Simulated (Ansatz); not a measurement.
Relaxation of Co5O4⁺ (charge 1, singlet) with RKS PBE-D4/def2-SVP in Ansatz.

Positions (Å) and forces (eV/Å) at steps 34, 36, 37, 38, 39, 40, 43, 45 of 45:

```xyz
9
step=34 energy=-196247.2119 eV rejected
Co   -2.922   -1.663    0.984    0.097    0.017   -0.083
Co    1.641    1.460   -1.281   -0.055    0.043   -0.067
Co   -1.529   -0.125    1.888   -0.007   -0.029   -0.019
Co   -0.885   -0.393   -0.192    0.009   -0.011   -0.072
Co    4.901    1.217   -1.457   -0.011    0.013   -0.013
O     3.289    1.442   -1.453    0.009   -0.051    0.060
O    -2.048   -1.606   -0.471   -0.063   -0.011    0.055
O    -2.801   -0.997    2.531   -0.048    0.016    0.085
O     0.355    0.665   -0.551    0.067    0.014    0.053
9
step=36 energy=-196247.2158 eV
Co   -2.905   -1.657    1.002    0.031    0.033    0.025
Co    1.619    1.439   -1.354    0.040    0.017   -0.021
Co   -1.479   -0.146    1.887   -0.012   -0.011   -0.019
Co   -0.898   -0.386   -0.221   -0.005    0.008   -0.002
Co    4.891    1.222   -1.365   -0.089    0.016   -0.005
O     3.275    1.430   -1.432    0.041   -0.024    0.020
O    -2.089   -1.578   -0.483    0.002    0.011    0.016
O    -2.752   -0.999    2.554    0.001   -0.016   -0.031
O     0.339    0.674   -0.588   -0.009   -0.034    0.018
9
step=37 energy=-196247.2161 eV
Co   -2.909   -1.651    1.008    0.033    0.029    0.029
Co    1.618    1.427   -1.371    0.023    0.021   -0.025
Co   -1.465   -0.148    1.883   -0.008   -0.017   -0.018
Co   -0.905   -0.386   -0.230   -0.015    0.013    0.000
Co    4.890    1.235   -1.334   -0.071    0.013   -0.008
O     3.275    1.428   -1.430    0.043   -0.022    0.024
O    -2.109   -1.567   -0.484    0.002    0.005    0.008
O    -2.731   -1.004    2.563   -0.005   -0.009   -0.030
O     0.336    0.666   -0.605   -0.002   -0.033    0.020
9
step=38 energy=-196247.2168 eV
Co   -2.911   -1.634    1.026    0.037    0.027    0.025
Co    1.614    1.394   -1.417    0.013   -0.003    0.001
Co   -1.422   -0.162    1.878   -0.027   -0.027   -0.020
Co   -0.929   -0.382   -0.255   -0.005   -0.007    0.015
Co    4.885    1.268   -1.257   -0.079    0.011   -0.011
O     3.271    1.424   -1.420    0.054   -0.013    0.017
O    -2.157   -1.541   -0.490   -0.006    0.014    0.012
O    -2.680   -1.008    2.582    0.004   -0.001   -0.031
O     0.328    0.643   -0.646    0.008    0.000   -0.008
9
step=39 energy=-196247.2173 eV
Co   -2.908   -1.625    1.039    0.027    0.015    0.007
Co    1.611    1.372   -1.445    0.068    0.014   -0.015
Co   -1.396   -0.167    1.872    0.000   -0.015   -0.041
Co   -0.943   -0.382   -0.272    0.006    0.005    0.016
Co    4.877    1.288   -1.207    0.021    0.001    0.001
O     3.269    1.420   -1.410   -0.053    0.001   -0.001
O    -2.192   -1.521   -0.495    0.007    0.021    0.017
O    -2.643   -1.012    2.594   -0.016   -0.007   -0.001
O     0.325    0.627   -0.675   -0.059   -0.035    0.018
9
step=40 energy=-196247.2176 eV
Co   -2.910   -1.614    1.052    0.022    0.017    0.005
Co    1.612    1.344   -1.478    0.039   -0.005    0.010
Co   -1.366   -0.179    1.867   -0.006   -0.018   -0.041
Co   -0.958   -0.381   -0.288   -0.003    0.006    0.026
Co    4.874    1.318   -1.154   -0.058    0.007   -0.011
O     3.267    1.417   -1.403    0.022   -0.005    0.008
O    -2.231   -1.496   -0.498    0.002    0.011    0.023
O    -2.609   -1.016    2.607   -0.005   -0.005   -0.013
O     0.320    0.607   -0.705   -0.013   -0.007   -0.006
9
step=43 energy=-196247.2184 eV
Co   -2.925   -1.586    1.077    0.000    0.003   -0.002
Co    1.625    1.268   -1.533    0.017    0.005    0.011
Co   -1.310   -0.212    1.852   -0.015   -0.003    0.012
Co   -0.988   -0.376   -0.314   -0.002   -0.005   -0.014
Co    4.867    1.400   -1.069   -0.035    0.005   -0.007
O     3.270    1.407   -1.386    0.015   -0.009    0.002
O    -2.308   -1.441   -0.496    0.007    0.010    0.016
O    -2.548   -1.024    2.627    0.013    0.002   -0.015
O     0.317    0.564   -0.758    0.000   -0.009   -0.002
9
step=45 energy=-196247.2186 eV
Co   -2.933   -1.571    1.085    0.009    0.010    0.007
Co    1.631    1.239   -1.549    0.017   -0.001    0.014
Co   -1.289   -0.224    1.846   -0.002   -0.003    0.000
Co   -0.998   -0.379   -0.325   -0.008   -0.004   -0.002
Co    4.863    1.437   -1.040   -0.030    0.002   -0.006
O     3.272    1.403   -1.380    0.014   -0.001   -0.002
O    -2.340   -1.417   -0.496    0.007    0.006    0.013
O    -2.525   -1.027    2.634   -0.004   -0.006   -0.018
O     0.320    0.539   -0.775   -0.003   -0.003   -0.007
```

An occupied level of the charge 1 singlet lies above an empty one (by up to 0.09 eV), so this SCF solution is probably not the lowest. This restricted singlet of an open-shell metal (gap down to -0.09 eV) wasn't tested against broken symmetry. The relaxation made no stability test and no search for a lower SCF solution. No other spin state of charge 1 was run. Another isomer (triplet) lies 12.02 eV lower at PBE0-D4/def2-TZVP; other spin states weren't run for this one.
